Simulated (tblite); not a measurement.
Species: C5H13BrSi2.
Atom-mapped SMILES: `[CH2:1]=[C:2]([CH2:3][Br:4])[SiH2:5][CH2:6][CH2:7][SiH3:8]` (hydrogens: H9, H10 on C1; H11, H12 on C3; H13, H14 on Si5; H15, H16 on C6; H17, H18 on C7; H19, H20, H21 on Si8)

Computed with GFN2-xTB (tblite), gas phase: L-BFGS steps from a force-field or distance-geometry start until the largest atomic force falls under 0.01 eV/Å.

Step 3: E = -675.5563 eV
```
atom  x, y, z in Å  |  force x, y, z in eV/Å
C1     -2.1187   -1.6627   -0.3248   -0.036   0.084   0.003
C2     -2.1428   -0.3680   -0.0556    0.215   0.037   0.057
C3     -3.4227    0.3152    0.2364    0.122   0.068  -0.091
Br4    -3.7409    1.7396   -1.0744   -0.035  -0.100   0.077
Si5    -0.6375    0.7556    0.0131   -0.097  -0.252   0.128
C6      0.9268   -0.1771    0.5432   -0.339   0.112  -0.180
C7      2.0484    0.5446   -0.1793    0.392  -0.214   0.215
Si8     3.7746   -0.1693    0.1985   -0.020  -0.046  -0.102
H9     -1.2049   -2.1904   -0.5225    0.027  -0.049  -0.010
H10    -3.0319   -2.2253   -0.3447   -0.148  -0.325  -0.076
H11    -3.3646    0.8226    1.1946   -0.146   0.051   0.099
H12    -4.2611   -0.3699    0.1976   -0.296   0.037  -0.017
H13    -0.9146    1.7699    1.0228   -0.042   0.253   0.183
H14    -0.4566    1.4162   -1.2703   -0.011   0.054  -0.230
H15     0.9386   -1.2451    0.3158   -0.060   0.148   0.058
H16     1.0711   -0.0436    1.6095    0.009  -0.249   0.196
H17     2.0141    1.5779    0.1595    0.059   0.167  -0.250
H18     1.8338    0.5155   -1.2455    0.208   0.160  -0.049
H19     4.6516    0.9393    0.5228    0.212   0.183   0.125
H20     3.7447   -1.1161    1.3199   -0.051   0.047  -0.082
H21     4.2837   -0.8118   -1.0076    0.039  -0.164  -0.053
```

Step 4: E = -675.5902 eV
```
atom  x, y, z in Å  |  force x, y, z in eV/Å
C1     -2.1238   -1.6644   -0.3262   -0.033  -0.189  -0.027
C2     -2.1411   -0.3740   -0.0525    0.097   0.238   0.091
C3     -3.4188    0.3141    0.2358   -0.018   0.044  -0.048
Br4    -3.7431    1.7306   -1.0667   -0.018   0.025  -0.045
Si5    -0.6473    0.7653    0.0139    0.049  -0.278   0.127
C6      0.9165   -0.1697    0.5408   -0.034   0.037   0.051
C7      2.0588    0.5360   -0.1700    0.128   0.038   0.008
Si8     3.7866   -0.1670    0.1949   -0.020  -0.102  -0.053
H9     -1.2083   -2.1899   -0.5216    0.044  -0.067  -0.023
H10    -3.0338   -2.2403   -0.3491   -0.056  -0.181  -0.061
H11    -3.3752    0.8223    1.1920   -0.063   0.069   0.182
H12    -4.2673   -0.3569    0.1967   -0.282  -0.082  -0.020
H13    -0.9150    1.7792    1.0296   -0.057   0.219   0.132
H14    -0.4575    1.4148   -1.2765   -0.037   0.047  -0.181
H15     0.9373   -1.2376    0.3212   -0.139   0.082  -0.051
H16     1.0713   -0.0621    1.6148   -0.072  -0.127   0.030
H17     2.0170    1.5781    0.1378    0.115   0.180  -0.047
H18     1.8490    0.5296   -1.2386    0.184  -0.018  -0.080
H19     4.6594    0.9452    0.5290    0.190   0.132   0.088
H20     3.7407   -1.1140    1.3157   -0.017   0.040  -0.073
H21     4.2857   -0.8226   -1.0121    0.037  -0.108  -0.002
```

**Question.** Estimate the geometry and energy of step 5. (The exact step hangs on the optimiser's Hessian estimate; all steps are aligned on step 4, rigid shifts and turns removed.)

**Answer.** E = -675.6027 eV, largest force 0.203 eV/Å
```
atom  x, y, z in Å  |  force x, y, z in eV/Å
C1     -2.1270   -1.6669   -0.3270   -0.006  -0.149  -0.009
C2     -2.1393   -0.3751   -0.0499   -0.058   0.089   0.066
C3     -3.4181    0.3141    0.2352   -0.116   0.013   0.044
Br4    -3.7445    1.7270   -1.0640   -0.009   0.078  -0.094
Si5    -0.6508    0.7665    0.0161    0.108  -0.106   0.087
C6      0.9120   -0.1657    0.5412    0.145   0.004   0.086
C7      2.0649    0.5333   -0.1659   -0.017   0.155  -0.061
Si8     3.7925   -0.1673    0.1925    0.030  -0.034  -0.018
H9     -1.2090   -2.1908   -0.5215    0.019  -0.060  -0.020
H10    -3.0353   -2.2502   -0.3522    0.008  -0.084  -0.051
H11    -3.3813    0.8233    1.1937   -0.034   0.036   0.133
H12    -4.2743   -0.3517    0.1960   -0.181  -0.075  -0.018
H13    -0.9161    1.7870    1.0347   -0.045   0.135   0.045
H14    -0.4586    1.4147   -1.2820   -0.058  -0.003  -0.069
H15     0.9342   -1.2328    0.3228   -0.157   0.037  -0.105
H16     1.0700   -0.0730    1.6173   -0.089  -0.056  -0.001
H17     2.0205    1.5808    0.1268    0.137   0.144   0.040
H18     1.8595    0.5359   -1.2364    0.158  -0.099  -0.075
H19     4.6660    0.9499    0.5334    0.128   0.038   0.048
H20     3.7386   -1.1125    1.3126   -0.001   0.017  -0.047
H21     4.2873   -0.8295   -1.0142    0.038  -0.082   0.019
```

The energy changes by -0.0125 eV. The first-order estimate −F·Δx gives -0.0181 eV and the mean of the old and new forces, exact on a quadratic surface, -0.0125 eV. The step makes an angle of 53° with the force vector and moves no atom by more than 0.012 Å.

The cost below is that of the whole relaxation. The run took 1.9 s wall on an Arm Neoverse N1 with one thread, no GPU (shared host).
